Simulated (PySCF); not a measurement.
# Peak assignment

Atom-mapped SMILES (the numbers label the heavy atoms): `[CH3:1][C@@H:2]1[CH2:3][C:4]2([CH2:5][CH2:6]2)[C@H:7]1[B:8]([OH:9])[OH:10]` (H(Xn): hydrogen on atom n). Ha(C3) is cis to C1 on the ring; Ha(C5), Ha(C6) are pro-R; Hb(C5), Hb(C6) are pro-S; Hb(C3) is trans to C1 on the ring.

Method: NMR shieldings at B97-2/pcSseg-1/GIAO, structure optimised with PBE0-D3(BJ)/def2-SVP, in PySCF 2.14.0 with density-fitted response routines (one computed conformer, relativity neglected, averaged over atoms made equivalent by symmetry, fast rotation or ring inversion, no solvent).

Chemical shifts δ = σref − σ; $^{13}$C, $^{1}$H vs TMS, all at this level.

Task: Assign these signals to the numbered atoms. $^{13}$C{$^{1}$H} NMR (computed): δ 40.3 (CH2), 35.9 (CH), 28.6 (CH), 24.0 (CH3), 16.4 (C), 14.0 (CH2), 12.4 (CH2).

Result: 
40.3 → C3, sp3 CH2 in a ring: aliphatic region, no heteroatom directly attached
35.9 → C7, sp3 CH bonded to B
28.6 → C2, sp3 CH in a ring: a saturated carbon with 3 carbon neighbours and no heteroatom attached
24.0 → C1, methyl carbon: a saturated carbon with 1 carbon neighbour and no heteroatom attached
16.4 → C4, three-membered-ring carbon: carbons of three-membered rings are unusually shielded
14.0 → C6, three-membered-ring carbon
12.4 → C5, three-membered-ring carbon

C6 and C5 lie closer than the usual error of such a calculation, so a measured spectrum could show them in the other order.

Task: Assign these signals to the numbered atoms. $^{1}$H NMR (300 MHz, computed): δ 3.21 (br s, 2H), 2.65 (m, 1H), 1.82 (m, 1H), 1.77 (m, 1H), 1.22 (m, 1H), 1.10 (d, 3H), 0.50 (m, 1H), 0.36 (m, 1H), 0.33 (m, 1H), -0.09 (m, 1H).

Result: 
3.21 → H(O9)/H(O10), hydrogen on an oxygen bonded to B: exchangeable, gas-phase position
2.65 → H(C2), hydrogen on an sp3 CH in a ring
1.82 → Ha(C3), hydrogen on an sp3 CH2 in a ring: far from electronegative atoms and π systems
1.77 → Hb(C3), hydrogen on an sp3 CH2 in a ring
1.22 → H(C7), hydrogen on an sp3 CH bonded to B
1.10 → H(C1), hydrogen on a methyl carbon: far from electronegative atoms and π systems
0.50 → Hb(C6), hydrogen on a three-membered-ring carbon: cyclopropane-type protons are shielded by the ring
0.36 → Hb(C5), hydrogen on a three-membered-ring carbon
0.33 → Ha(C6), hydrogen on a three-membered-ring carbon
-0.09 → Ha(C5), hydrogen on a three-membered-ring carbon

Ha(C3) and Hb(C3); H(C7) and H(C1); Hb(C5) and Ha(C6) lie closer than the usual error of such a calculation, so a measured spectrum could show them in the other order.

OH and NH positions are those of a molecule without intermolecular hydrogen bonds; in solution they move with solvent, concentration and temperature, and exchange usually removes their couplings. A carbon bonded to boron is broadened by the quadrupolar boron nucleus and is often missing from a measured spectrum. Shifts are as computed. Against solution values, carbons near 30 ppm lie about +1 ppm off and those near 130 ppm about +2 ppm. Of 1211 compounds with measured shifts, 218 miss one by over three times the rms of a fit or turn the order of signals round; such compounds aren't used in these exercises. No couplings were computed; multiplicities are counted from neighbouring protons, with m where these are inequivalent, close in shift, in a saturated or five-membered ring or joined by F or P, and br s for small geminal =CH2 splittings.
